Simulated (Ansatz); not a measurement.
A nudged elastic band was laid between two geometries of C₃H₅Li (9 atoms, charge 0, multiplicity 1).

All numbers below come from RKS B3LYP-D4/def2-SVP (Ansatz 0.2.0).

```yaml
movable_images: 7
climbing_image: yes
spring: 5.0 eV/Å²
optimiser: quadratic models (default)
start_path: IDPP
force_threshold: 0.05 eV/Å
iteration_limit: 58
end_points: relaxed
```

Image 0:

```xyz
9
Properties=species:S:1:pos:R:3
Li -0.920 0.636 -2.283
C 0.495 0.907 -0.971
C 0.527 0.257 0.212
C -0.492 -0.748 0.694
H 1.359 1.592 -1.082
H 1.338 0.425 0.947
H -1.295 -0.904 -0.053
H -0.037 -1.735 0.900
H -0.976 -0.431 1.636
```

Image 8:

```xyz
9
Properties=species:S:1:pos:R:3
Li 0.733 -1.021 -2.208
C 0.951 0.453 -0.951
C 0.249 0.535 0.200
C -0.778 -0.460 0.680
H 1.640 1.311 -1.069
H 0.384 1.379 0.904
H -1.774 0.001 0.818
H -0.900 -1.298 -0.034
H -0.506 -0.900 1.658
```

Question: What changes between the two ends?

Answer: No bond is made or broken. The dihedral C2–C3–C4–H8 goes from 121 to 0°. The two ends are copies of one structure, up to a mirror image or an exchange of like atoms.

Question: What energy profile does the band end with?

Answer: The forces met the threshold. The highest image is number 4 of 0 to 8, 0.100 eV above the ends, which have the same energy within 2 meV. A vibrational analysis at the climbing image gives one clearly imaginary mode, 214i cm⁻¹: a first-order saddle point.

```csv
image,path coordinate (Å),energy (eV),dihedral C2–C3–C4–H8 (°)
0,0.00,0.000,121
1,0.40,0.014,106
2,0.80,0.049,91
3,1.20,0.085,76
4,1.60,0.100,60
5,2.00,0.085,44
6,2.40,0.049,29
7,2.80,0.014,14
8,3.20,0.000,0
```

Question: What is the geometry of the highest image?

Answer: 
```xyz
9
Properties=species:S:1:pos:R:3
Li 0.093 -0.435 -2.523
C 0.760 0.613 -1.017
C 0.362 0.450 0.262
C -0.665 -0.570 0.731
H 1.515 1.418 -1.108
H 0.772 1.071 1.079
H -1.650 -0.416 0.252
H -0.352 -1.607 0.504
H -0.834 -0.524 1.819
```

Question: What are the harmonic wavenumbers there?

Answer: 214i, 124, 238, 480, 641, 652, 927, 1005, 1022, 1028, 1190, 1323, 1373, 1454, 1463, 1614, 2989, 2993, 3032, 3044, 3091 cm⁻¹.

The run took 120 s on 1 thread of Arm Neoverse V1, on a shared host, peak memory 0.14 GiB.
